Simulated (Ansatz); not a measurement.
Coupled-cluster run, `CS[SiH](O)O`.

```yaml
crystal:
  periodic: [false, false, false]
  atoms:
    - {symbol: C, position_ang: [-1.116124, 1.468713, -0.612261]}
    - {symbol: S, position_ang: [0.119295, 0.330104, -1.306445]}
    - {symbol: Si, position_ang: [0.704203, -0.645347, 0.488395]}
    - {symbol: O, position_ang: [2.015526, -1.556173, 0.121605]}
    - {symbol: O, position_ang: [-0.438981, -1.617945, 1.129412]}
    - {symbol: H, position_ang: [-1.417355, 2.138275, -1.416785]}
    - {symbol: H, position_ang: [-1.988491, 0.923929, -0.254280]}
    - {symbol: H, position_ang: [-0.689983, 2.059992, 0.198181]}
    - {symbol: H, position_ang: [0.947060, 0.363929, 1.542827]}
    - {symbol: H, position_ang: [2.674125, -1.172588, -0.459514]}
    - {symbol: H, position_ang: [-0.743975, -2.349991, 0.589465]}
basis:
  gaussian: {orbitals: def2-TZVPP}
correlation: {method: ccsd_t}
```

```sh
$ ansatz run in.yaml --threads 4 --pin off --events-out ev --progress --plain --max-ram 10444MiB
```

Output of Ansatz, abridged:

```
Functional definition: HF
1542 factors; integrals over basis functions are off by at most 8.9e-4 eV
mean field evaluation 1: about -23881.0902 eV, gradient 5.0e1 eV
mean field evaluation 2: about -23881.4050 eV, gradient 5.0e1 eV
mean field evaluation 4: about -23886.0884 eV, gradient 3.8e0 eV
mean field evaluation 8: about -23886.1585 eV, gradient 2.5e-1 eV
mean field -23886.15886773 eV, -877.8001477690 hartree, gradient 3.5e-6 eV, S^2 0.000000; 0 other end points of the search recorded, 0 dependent functions left out
13 core orbitals not correlated: weight in the atoms' cores, before any rotation towards them, 1.000 or more for the frozen orbitals, at most 0.000 for the correlated occupied ones
reference -23886.15886773 eV, -877.8001477690 hartree; 16, 16 occupied and 232, 232 virtual orbitals, 1542 factors
second order -25.96697373 eV of doubles, -0.00000000 eV of singles
cycle   1  -26.35214416 eV  change   -3.9e-1 eV  update   1.0e-1
cycle   2  -26.94245683 eV  change   -5.9e-1 eV  update   3.0e-2
cycle   3  -27.06941015 eV  change   -1.3e-1 eV  update   1.5e-2
cycle   4  -27.05779274 eV  change    1.2e-2 eV  update   3.2e-3
cycle   5  -27.05654685 eV  change    1.2e-3 eV  update   1.5e-3
cycle   6  -27.05715515 eV  change   -6.1e-4 eV  update   4.3e-4
cycle   7  -27.05692804 eV  change    2.3e-4 eV  update   1.6e-4
cycle   8  -27.05685700 eV  change    7.1e-5 eV  update   4.9e-5
cycle   9  -27.05686903 eV  change   -1.2e-5 eV  update   1.9e-5
perturbative correction -1.04987859 eV, -0.0385823265 hartree
Total energy: -23914.26561535 eV, -878.8330516926 hartree
```

Run time 3.1 min (4 threads of an Arm Neoverse V1 on a shared host); peak host memory 6.1 GiB.

The correlation energy is -28.107 eV, 3.7 % of it from (T); the T1 diagnostic reads 0.0113.
